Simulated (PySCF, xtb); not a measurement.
H8N3Si3, SMILES [SiH2]1N[SiH2]N[SiH]N1 (connectivity only; charge and spin as stated), charge +1, multiplicity 1.

GFN2-xTB run with xtb 6.7.1 at its own geometry gives an orbital gap of 3.37 eV.

Geometry optimised at ωB97X-D3(BJ)/def2-SVP. The multiplicity is an assumed one; other spin states were not compared. The isomer is the one that the SMILES or the coordinates give; other isomers of the formula were not compared.

What does PySCF with PBE/def2-TZVP give? (Estimate from the structure and the level; the computed values follow.)

gap 3.99 eV (levels -10.82 and -6.83 eV).
